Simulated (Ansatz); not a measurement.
Geometry optimisation, RKS PBE-D4/def2-SVP in Ansatz.

Input:

```yaml
crystal:
  periodic: [false, false, false]
  atoms:
    - { symbol: O, position_ang: [-0.80352, -0.15482, -1.74848] }
    - { symbol: Se, position_ang: [0.17036, -1.03916, -0.06758] }
    - { symbol: Al, position_ang: [0.72516, 0.45942, 1.71278] }
    - { symbol: H, position_ang: [-1.68112, -0.55587, -1.89009] }
    - { symbol: H, position_ang: [-0.27245, -0.27199, -2.55815] }
    - { symbol: H, position_ang: [-0.28291, 0.53338, 2.86085] }
    - { symbol: H, position_ang: [2.14448, 1.02905, 1.69068] }
total_charge: 1
basis:
  gaussian: { orbitals: def2-SVP }
hamiltonian:
  xc: pbe
  dispersion: d4
relax:
  f_tol: 0.015
  max_steps: 40
```

Launched with:

```bash
$ ansatz run input.yaml --threads 1 --pin off --max-ram 2048MiB --backend cpu --events-out ev --progress --plain --runs-dir out
```

Question: Where does it end, and by what steps?

Answer: The run converged. Limits of this set-up: the dipole of an ion depends on the origin. After 18 steps the energy has fallen by 0.923 eV; H7 moved furthest, 1.43 Å.

```
step  energy less start (eV)  largest force component (eV/Å)  accepted
   0                  0.0000                           1.836       yes
   1                 -0.3380                           0.781       yes
   2                 -0.4224                           0.261       yes
   3                 -0.4598                           0.346       yes
   4                 -0.4683                           0.230       yes
   5                 -0.4797                           0.087       yes
   6                 -0.5191                           0.126       yes
   7                 -0.5719                           0.171       yes
   8                 -0.6514                           0.252       yes
   9                 -0.7390                           0.272       yes
  10                 -0.8084                           0.388       yes
  11                 -0.8918                           0.155       yes
  12                 -0.9192                           0.045       yes
  13                 -0.9220                           0.069       yes
  14                 -0.9229                           0.040       yes
  15                 -0.9231                           0.038       yes
  16                 -0.9233                           0.017       yes
  17                 -0.9233                           0.027        no
  18                 -0.9235                           0.003       yes
```

```xyz
7
Properties=species:S:1:pos:R:3
O -0.329 -0.177 -1.590
Se -0.613 -1.093 0.211
Al 0.507 0.477 1.616
H -1.197 0.026 -2.013
H 0.168 -0.770 -2.203
H 0.303 -0.213 3.034
H 1.160 1.750 0.945
```

Run time: 53 s on 1 CPU thread of a shared host.
